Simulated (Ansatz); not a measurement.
Harmonic vibrations of `[NH2][Nb](=[O])([Cl])[Cl]` by finite differences.

```yaml
crystal:
  periodic: [false, false, false]
  atoms:
    - {symbol: N, position_ang: [-0.622384, 0.486755, 0.922381]}
    - {symbol: Nb, position_ang: [0.432704, -0.340496, -0.479058]}
    - {symbol: O, position_ang: [1.598223, -1.212538, 0.361756]}
    - {symbol: Cl, position_ang: [-0.888288, -1.749799, -1.729967]}
    - {symbol: Cl, position_ang: [1.416965, 1.280239, -1.783029]}
    - {symbol: H, position_ang: [-1.417281, 1.088528, 0.749154]}
    - {symbol: H, position_ang: [-0.458541, 0.379411, 1.913064]}
basis:
  gaussian: {orbitals: def2-TZVP}
hamiltonian: {xc: pbe0, dispersion: d4}
phonons: {temperatures: {t_min: 298.15, t_max: 900, t_step: 200}}
```

```sh
$ ansatz run in.yaml --threads 4 --pin off --events-out ev --progress --plain
```

It prints (some lines left out):

```
Functional definition: PBE0
mean field -30162.10403834 eV, -1108.4368788005 hartree, gradient 5.9e-5 eV, S^2 0.000000; 0 other end points of the search recorded, 0 dependent functions left out
mean field -30162.10390045 eV, -1108.4368737331 hartree, gradient 1.6e-6 eV, S^2 0.000000; 0 other end points of the search recorded, 0 dependent functions left out
mean field -30162.10392644 eV, -1108.4368746883 hartree, gradient 1.6e-6 eV, S^2 0.000000; 0 other end points of the search recorded, 0 dependent functions left out
mean field -30162.10397174 eV, -1108.4368763530 hartree, gradient 1.6e-6 eV, S^2 0.000000; 0 other end points of the search recorded, 0 dependent functions left out
mean field -30162.10395025 eV, -1108.4368755635 hartree, gradient 1.6e-6 eV, S^2 0.000000; 0 other end points of the search recorded, 0 dependent functions left out
mean field -30162.10387826 eV, -1108.4368729176 hartree, gradient 1.6e-6 eV, S^2 0.000000; 0 other end points of the search recorded, 0 dependent functions left out
mean field -30162.10380621 eV, -1108.4368702699 hartree, gradient 1.6e-6 eV, S^2 0.000000; 0 other end points of the search recorded, 0 dependent functions left out
mean field -30162.10387194 eV, -1108.4368726854 hartree, gradient 1.6e-6 eV, S^2 0.000000; 0 other end points of the search recorded, 0 dependent functions left out
mean field -30162.10390125 eV, -1108.4368737624 hartree, gradient 1.6e-6 eV, S^2 0.000000; 0 other end points of the search recorded, 0 dependent functions left out
mean field -30162.10392298 eV, -1108.4368745613 hartree, gradient 1.6e-6 eV, S^2 0.000000; 0 other end points of the search recorded, 0 dependent functions left out
mean field -30162.10390316 eV, -1108.4368738327 hartree, gradient 1.6e-6 eV, S^2 0.000000; 0 other end points of the search recorded, 0 dependent functions left out
mean field -30162.10386888 eV, -1108.4368725731 hartree, gradient 1.6e-6 eV, S^2 0.000000; 0 other end points of the search recorded, 0 dependent functions left out
mean field -30162.10392992 eV, -1108.4368748160 hartree, gradient 1.6e-6 eV, S^2 0.000000; 0 other end points of the search recorded, 0 dependent functions left out
mean field -30162.10399747 eV, -1108.4368772985 hartree, gradient 1.6e-6 eV, S^2 0.000000; 0 other end points of the search recorded, 0 dependent functions left out
mean field -30162.10390286 eV, -1108.4368738217 hartree, gradient 1.6e-6 eV, S^2 0.000000; 0 other end points of the search recorded, 0 dependent functions left out
mean field -30162.10395050 eV, -1108.4368755726 hartree, gradient 1.6e-6 eV, S^2 0.000000; 0 other end points of the search recorded, 0 dependent functions left out
mean field -30162.10402057 eV, -1108.4368781477 hartree, gradient 1.6e-6 eV, S^2 0.000000; 0 other end points of the search recorded, 0 dependent functions left out
mean field -30162.10402787 eV, -1108.4368784160 hartree, gradient 1.6e-6 eV, S^2 0.000000; 0 other end points of the search recorded, 0 dependent functions left out
mean field -30162.10395100 eV, -1108.4368755908 hartree, gradient 1.6e-6 eV, S^2 0.000000; 0 other end points of the search recorded, 0 dependent functions left out
mean field -30162.10398687 eV, -1108.4368769090 hartree, gradient 1.6e-6 eV, S^2 0.000000; 0 other end points of the search recorded, 0 dependent functions left out
mean field -30162.10405444 eV, -1108.4368793923 hartree, gradient 1.6e-6 eV, S^2 0.000000; 0 other end points of the search recorded, 0 dependent functions left out
mean field -30162.10396889 eV, -1108.4368762485 hartree, gradient 1.6e-6 eV, S^2 0.000000; 0 other end points of the search recorded, 0 dependent functions left out
mean field -30162.10406629 eV, -1108.4368798278 hartree, gradient 1.6e-6 eV, S^2 0.000000; 0 other end points of the search recorded, 0 dependent functions left out
mean field -30162.10398695 eV, -1108.4368769120 hartree, gradient 1.6e-6 eV, S^2 0.000000; 0 other end points of the search recorded, 0 dependent functions left out
mean field -30162.10405711 eV, -1108.4368794903 hartree, gradient 1.6e-6 eV, S^2 0.000000; 0 other end points of the search recorded, 0 dependent functions left out
mean field -30162.10406421 eV, -1108.4368797513 hartree, gradient 1.6e-6 eV, S^2 0.000000; 0 other end points of the search recorded, 0 dependent functions left out
mean field -30162.10398912 eV, -1108.4368769917 hartree, gradient 1.6e-6 eV, S^2 0.000000; 0 other end points of the search recorded, 0 dependent functions left out
mean field -30162.10405779 eV, -1108.4368795155 hartree, gradient 1.6e-6 eV, S^2 0.000000; 0 other end points of the search recorded, 0 dependent functions left out
mean field -30162.10396779 eV, -1108.4368762081 hartree, gradient 1.6e-6 eV, S^2 0.000000; 0 other end points of the search recorded, 0 dependent functions left out
mean field -30162.10398396 eV, -1108.4368768021 hartree, gradient 1.6e-6 eV, S^2 0.000000; 0 other end points of the search recorded, 0 dependent functions left out
mean field -30162.10405767 eV, -1108.4368795110 hartree, gradient 1.6e-6 eV, S^2 0.000000; 0 other end points of the search recorded, 0 dependent functions left out
mean field -30162.10392472 eV, -1108.4368746253 hartree, gradient 1.6e-6 eV, S^2 0.000000; 0 other end points of the search recorded, 0 dependent functions left out
mean field -30162.10397707 eV, -1108.4368765491 hartree, gradient 2.0e-6 eV, S^2 0.000000; 0 other end points of the search recorded, 0 dependent functions left out
mean field -30162.10400708 eV, -1108.4368776516 hartree, gradient 1.6e-6 eV, S^2 0.000000; 0 other end points of the search recorded, 0 dependent functions left out
mean field -30162.10396755 eV, -1108.4368761993 hartree, gradient 1.6e-6 eV, S^2 0.000000; 0 other end points of the search recorded, 0 dependent functions left out
mean field -30162.10402276 eV, -1108.4368782280 hartree, gradient 1.8e-6 eV, S^2 0.000000; 0 other end points of the search recorded, 0 dependent functions left out
mean field -30162.10401699 eV, -1108.4368780162 hartree, gradient 1.5e-6 eV, S^2 0.000000; 0 other end points of the search recorded, 0 dependent functions left out
mean field -30162.10402745 eV, -1108.4368784004 hartree, gradient 2.8e-6 eV, S^2 0.000000; 0 other end points of the search recorded, 0 dependent functions left out
mean field -30162.10402192 eV, -1108.4368781971 hartree, gradient 2.0e-6 eV, S^2 0.000000; 0 other end points of the search recorded, 0 dependent functions left out
mean field -30162.10402828 eV, -1108.4368784308 hartree, gradient 2.4e-6 eV, S^2 0.000000; 0 other end points of the search recorded, 0 dependent functions left out
mean field -30162.10403160 eV, -1108.4368785528 hartree, gradient 1.5e-6 eV, S^2 0.000000; 0 other end points of the search recorded, 0 dependent functions left out
mean field -30162.10392619 eV, -1108.4368746790 hartree, gradient 1.6e-6 eV, S^2 0.000000; 0 other end points of the search recorded, 0 dependent functions left out
mean field -30162.10387618 eV, -1108.4368728413 hartree, gradient 1.6e-6 eV, S^2 0.000000; 0 other end points of the search recorded, 0 dependent functions left out
Total energy: -30162.29404414 eV, -1108.4438613848 hartree
Atom 0 at    -0.622384     0.486755     0.922381 Å, force     0.003067    -0.002358    -0.002367 eV/Å
Atom 1 at     0.432704    -0.340496    -0.479058 Å, force    -0.003972     0.002807     0.001838 eV/Å
Atom 2 at     1.598223    -1.212538     0.361756 Å, force     0.001797    -0.001276     0.001186 eV/Å
Atom 3 at    -0.888288    -1.749799    -1.729967 Å, force     0.000334    -0.000332    -0.000016 eV/Å
Atom 4 at     1.416965     1.280239    -1.783029 Å, force     0.000511    -0.000147    -0.000072 eV/Å
Atom 5 at    -1.417281     1.088528     0.749154 Å, force    -0.002377     0.001812     0.001043 eV/Å
Atom 6 at    -0.458541     0.379411     1.913064 Å, force     0.000640    -0.000507    -0.001612 eV/Å
Dipole moment:    -0.482113     0.374005     0.410129 e Å
Vibrations: 107.89 146.83 152.36 200.81 238.89 401.15 402.96 457.72 541.28 603.41 723.00 1058.36 1537.61 3558.30 3665.40 cm⁻¹, zero-point energy 0.855241 eV
```

Run time 110 s (4 threads of a server CPU on a shared host); peak host memory 0.59 GiB.
